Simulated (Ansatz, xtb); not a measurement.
Diatomic SiN, multiplicity 2 (the spin of the measured ground state). The T1 diagnostic near the minimum is 0.079, so single-reference values are doubtful.

Seven points along R, fitted to fifth degree in 1/R; most abundant isotopes. In def2 and cc sets the state is the lowest found near the PBE0 minimum, followed along R.

Run with Ansatz (Gaussian orbitals); xtb for the GFN methods.  The GFN methods have no spin term and hold the electronic entropy of 300 K.

| level | r_e (Å) | ω_e (cm⁻¹) | B_e (cm⁻¹) | ω_e x_e (cm⁻¹) | D_e (eV) | dipole (D) |
|---|---|---|---|---|---|---|
| GFN1-xTB | 1.562 | 1323 | 0.740 | 7.3 | - | - |
| GFN2-xTB | 1.566 | 1497 | 0.736 | 11 | - | - |
| SVWN5/def2-TZVPP | 1.565 | 1187 | 0.738 | 5.9 | 5.96 | 2.83 |
| PBE/def2-TZVPP | 1.580 | 1150 | 0.724 | 6.0 | 5.16 | 2.71 |
| r2SCAN/def2-TZVPP | 1.569 | 1180 | 0.734 | 6.4 | 4.58 | 2.59 |
| B97M-V/def2-TZVPP | 1.563 | 1189 | 0.740 | 6.5 | 4.66 | 2.56 |
| B3LYP/def2-TZVPP | 1.567 | 1180 | 0.736 | 6.2 | 4.68 | 2.76 |
| PBE0/def2-TZVPP | 1.564 | 1196 | 0.739 | 6.4 | 4.46 | 2.65 |

D_e counts from each atom's lowest state at the same level, without counterpoise or zero-point energy.

Measured for the ground state: r_e 1.5721 Å, ω_e 1151.3 cm-1, ω_e x_e 6.455 cm-1, B_e 0.73093 cm-1, α_e 0.005685 cm-1 [Irikura, J. Phys. Chem. Ref. Data 36, 389 (2007)]. D_0 4.492 ± 0.1 eV (a handbook's tabulated 298 K bond energy less 3RT/2; such tables hold older values) [Luo, bond dissociation energies, CRC Handbook].

Ansatz is a program for electronic structure.
